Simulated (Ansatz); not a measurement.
Reaction (homolysis of the B–Br bond): `BBr` → `[BH2]`• + Br•

Isolated molecules relaxed with PBE0-D4/def2-TZVP in Ansatz; ΔE leaves out vibrations. CCSD(T)/CBS adds triple-zeta CCSD(T) − MP2 to the extrapolated MP2 energy (def2 sets, frozen cores). This one scheme is used for every species, atoms too. DFT in def2-TZVPP. HSE06 is defined as in plane-wave codes. Open shells (•) are unrestricted, without spin–orbit coupling. Spin–orbit coupling would lower the free atoms: clearly for Br. For Br outer-core shells are correlated without core-valence functions, so the limit isn't a true one: a few kJ/mol of doubt a bond, and 10 to 20 or more in all where bonds break to atoms. Scalar relativity is left out up to krypton.

`BBr`:

Z-matrix (Å, degrees):
```
B
Br 1 1.891
H 1 1.188 2 117.8
H 1 1.188 2 117.8 3 180.0
```

`[BH2]`•:

Cartesian coordinates in Å:
```
B -0.294 -0.163 0.040
H -0.299 0.699 -0.782
H 0.593 -0.536 0.742
```

| level | ΔE (kcal/mol) | difference from CCSD(T)/CBS |
| --- | --- | --- |
| r2SCAN-D4 | 111.7 | -3.5 |
| B97M-V | 113.0 | -2.2 |
| HSE06-D4 | 112.7 | -2.5 |
| BHLYP-D4 | 106.6 | -8.6 |
| ωB97M-V | 113.0 | -2.2 |
| B2PLYP | 110.5 | -4.7 |
| PBE | 114.3 | -0.9 |
| BLYP | 108.0 | -7.2 |
| r2SCAN | 111.5 | -3.7 |
| PBE0 | 111.9 | -3.3 |
| HF/def2-SVP | 82.8 | -32.4 |
| CCSD/def2-SVP | 105.8 | -9.4 |
| HF/def2-TZVPP | 81.5 | -33.7 |
| MP2/def2-TZVPP | 114.9 | -0.3 |
| SCS-MP2/def2-TZVPP | 111.8 | -3.4 |
| MP2/def2-QZVPP | 117.1 | 1.9 |
| CCSD(T)/CBS | 115.2 | 0 |

Largest T1 diagnostic among the species: 0.010.

From r2SCAN to r2SCAN0 (25 % exact exchange), in def2-TZVPP and without D4, ΔE moves by −2.1 kcal/mol: exact exchange takes away binding that semilocal exchange gives to molecules. Leaving LDA and LC-ωPBE aside and taking each functional with its dispersion term where it has one, the values, not all of them listed here, spread over 8.4 kcal/mol, from BHLYP-D4 to PBE-D4. LDA lies +16.5 kcal/mol from PBE without D4, its usual overbinding.

CCSD(T)/CBS has its own doubt, a few kJ/mol and more with outer-core shells, so smaller differences from it don't rank the levels.
